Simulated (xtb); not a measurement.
C3H8N (SMILES [CH2]C(C)N), doublet, geometry from GFN2-xTB; xtb 6.7.1 with GFN1-xTB with GBSA(methanol).

Input for xtb:
```
$ xtb mol.xyz --gfn 1 --uhf 1 --gbsa methanol --json

# file mol.xyz
12

C     -0.62667224     1.28621302     0.14329601
C     -0.01933799    -0.03669344     0.39344739
C      1.43057375    -0.11714234    -0.07366094
N     -0.79208577    -1.07592181    -0.32245454
H     -0.42635380     1.79297116    -0.78303827
H     -1.47513026     1.61073911     0.71632173
H     -0.08000978    -0.29774481     1.45626300
H      2.04796456     0.56417111     0.50512215
H      1.50318320     0.15377893    -1.12483008
H      1.80094900    -1.13067584     0.05145895
H     -0.77226340    -0.89055284    -1.32089195
H     -1.76112015    -1.06549754    -0.02171849
```

Question: Write the output that xtb gives for this input, abridged.

Answer: 
```
   ID    Z sym.   atoms
    1    6 C      1-3
    2    7 N      4
    3    1 H      5-12

           -------------------------------------------------
          |                Calculation Setup                |
           -------------------------------------------------

           -------------------------------------------------
          |                 G F N 1 - x T B                 |
           -------------------------------------------------

      * Solvation model:               GBSA
        Solvent                        methanol
        Parameter file                 internal GFN1-xTB/GBSA
        Dielectric constant                3.3600E+01
        Reference state                gsolv [1 M gas/solution]
        Free energy shift                  2.3782E-03 Eh       1.4924E+00 kcal/mol
        Temperature                        2.9815E+02 K
        Density                            7.9200E-01 kg/L
        Solvent mass                       3.2040E+01 g/mol
        Interaction kernel             Still
        Born radius scaling (c1)           1.6509E+00
        Born radii integrator          GBOBC
        Born offset                        7.8003E-02 a0       1.4740E-01 AA
        H-bond correction              true
        Ion screening                  false
        Surface tension                    1.0000E-05 Eh       1.5569E+01 dyn/cm
        Grid points                               230 per atom

          ...................................................
          :                      SETUP                      :
          :.................................................:
          :  # basis functions                  32          :
          :  # atomic orbitals                  32          :
          :  # shells                           24          :
          :  # electrons                        25          :
          :  # halogen bonds                     0          :
          :  max. iterations                   250          :
          :  Hamiltonian                  GFN1-xTB          :
          :  restarted?                      false          :
          :  GBSA solvation                   true          :
          :  PC potential                    false          :
          :  electronic temp.          300.0000000     K    :
          :  accuracy                    1.0000000          :
          :  -> integral cutoff          0.2500000E+02      :
          :  -> integral neglect         0.1000000E-07      :
          :  -> SCF convergence          0.1000000E-05 Eh   :
          :  -> wf. convergence          0.2000000E-04 e    :
          :  Broyden damping             0.4000000          :
          :  net charge                          0          :
          :  unpaired electrons                  1          :
          ...................................................

 iter      E             dE          RMSdq      gap      omega  full diag
   1    -13.9519998 -0.139520E+02  0.747E+00    5.53       0.0  T
   2    -13.9659997 -0.139999E-01  0.453E+00    5.86       1.0  T
   3    -13.9665319 -0.532268E-03  0.363E-01    6.21       1.0  T
   4    -13.9667817 -0.249719E-03  0.974E-02    6.15       1.0  T
   5    -13.9668090 -0.273050E-04  0.531E-03    6.11       5.4  T
   6    -13.9668091 -0.795856E-07  0.160E-03    6.11      18.0  T
   7    -13.9668091 -0.583939E-08  0.555E-04    6.10      52.0  T
   8    -13.9668091 -0.311609E-09  0.469E-05    6.10     615.0  T
   9    -13.9668091 -0.581935E-11  0.102E-05    6.10    2820.6  T

   *** convergence criteria satisfied after 9 iterations ***

         :::::::::::::::::::::::::::::::::::::::::::::::::::::
         ::                     SUMMARY                     ::
         :::::::::::::::::::::::::::::::::::::::::::::::::::::
         :: total energy             -13.791556065656 Eh    ::
         :: total w/o Gsasa/hb       -13.786151487895 Eh    ::
         :: gradient norm              0.011031171187 Eh/a0 ::
         :: HOMO-LUMO gap              6.104793482020 eV    ::
         ::.................................................::
         :: SCC energy               -13.966809057210 Eh    ::
         :: -> electrostatic           0.019386870740 Eh    ::
         :: -> Gsolv                  -0.008658520625 Eh    ::
         ::    -> Gelec               -0.003253942864 Eh    ::
         ::    -> Gsasa               -0.004385180481 Eh    ::
         ::    -> Ghb                 -0.003397624066 Eh    ::
         ::    -> Gshift               0.002378226786 Eh    ::
         :: repulsion energy           0.178661351527 Eh    ::
         :: dispersion energy         -0.003408359973 Eh    ::
         :: halogen bond corr.         0.000000000000 Eh    ::
         :: add. restraining           0.000000000000 Eh    ::
         :: total charge               0.000000000000 e     ::
         :::::::::::::::::::::::::::::::::::::::::::::::::::::

           -------------------------------------------------
          |                Property Printout                |
           -------------------------------------------------

    * Orbital Energies and Occupations

         #    Occupation            Energy/Eh            Energy/eV
      -------------------------------------------------------------
         1        2.0000           -0.7534488             -20.5024
         2        2.0000           -0.6475349             -17.6203
         3        2.0000           -0.6198915             -16.8681
         4        2.0000           -0.5952633             -16.1979
         5        2.0000           -0.5648302             -15.3698
         6        2.0000           -0.5420860             -14.7509
         7        2.0000           -0.5300618             -14.4237
         8        2.0000           -0.5166235             -14.0580
         9        2.0000           -0.4942659             -13.4497
        10        2.0000           -0.4913866             -13.3713
        11        2.0000           -0.4713335             -12.8256
        12        2.0000           -0.4171697             -11.3518
        13        1.0000           -0.3467901              -9.4366 (HOMO)
        14                         -0.1224430              -3.3318 (LUMO)
        15                         -0.1057027              -2.8763
        16                         -0.0939507              -2.5565
        17                         -0.0907012              -2.4681
        18                         -0.0585915              -1.5944
        19                         -0.0547980              -1.4911
        20                         -0.0412135              -1.1215
        21                         -0.0316504              -0.8613
        22                          0.0702871               1.9126
        23                          0.1074546               2.9240
        24                          0.1718562               4.6764
       ...                                ...                  ...
        32                          0.5327863              14.4979
      -------------------------------------------------------------
                  HL-Gap            0.2243470 Eh            6.1048 eV
             Fermi-level           -0.3082982 Eh           -8.3892 eV

  Mulliken/CM5 charges         n(s)   n(p)   n(d)
     1C    -0.13892 -0.24048   1.081  3.058  0.000
     2C     0.13602  0.11712   1.026  2.838  0.000
     3C    -0.10039 -0.24534   1.012  3.089  0.000
     4N    -0.50360 -0.95229   1.487  4.017  0.000
     5H     0.03369  0.08865   0.966  0.000  0.000
     6H     0.03590  0.09010   0.964  0.000  0.000
     7H     0.01482  0.08235   0.985  0.000  0.000
     8H     0.03217  0.08501   0.968  0.000  0.000
     9H     0.03320  0.08809   0.967  0.000  0.000
    10H     0.03116  0.08640   0.969  0.000  0.000
    11H     0.21080  0.39823   0.789  0.000  0.000
    12H     0.21515  0.40216   0.785  0.000  0.000

Wiberg/Mayer (AO) data.
largest (>0.10) Wiberg bond orders for each atom

 ---------------------------------------------------------------------------
     #   Z sym  total        # sym  WBO       # sym  WBO       # sym  WBO
 ---------------------------------------------------------------------------
     1   6 C    3.238 --     2 C    1.065     5 H    0.987     6 H    0.986
                             4 N    0.150
     2   6 C    3.968 --     1 C    1.065     3 C    1.001     7 H    0.972
                             4 N    0.928
     3   6 C    3.997 --     2 C    1.001    10 H    0.987     8 H    0.987
                             9 H    0.987
     4   7 N    3.002 --    11 H    0.948    12 H    0.943     2 C    0.928
                             1 C    0.150
     5   1 H    1.004 --     1 C    0.987
     6   1 H    1.005 --     1 C    0.986
     7   1 H    1.016 --     2 C    0.972
     8   1 H    1.007 --     3 C    0.987
     9   1 H    1.003 --     3 C    0.987
    10   1 H    1.008 --     3 C    0.987
    11   1 H    0.966 --     4 N    0.948
    12   1 H    0.965 --     4 N    0.943
 ---------------------------------------------------------------------------

Topologies differ in total number of bonds
Writing topology from bond orders to xtbtopo.mol

 dipole moment from electron density (au)
     X       Y       Z
  -0.4699   0.2945  -0.3131  total (Debye):    1.619

           -------------------------------------------------
          | TOTAL ENERGY              -13.791556065656 Eh   |
          | GRADIENT NORM               0.011031171187 Eh/α |
          | HOMO-LUMO GAP               6.104793482020 eV   |
           -------------------------------------------------

normal termination of xtb
```
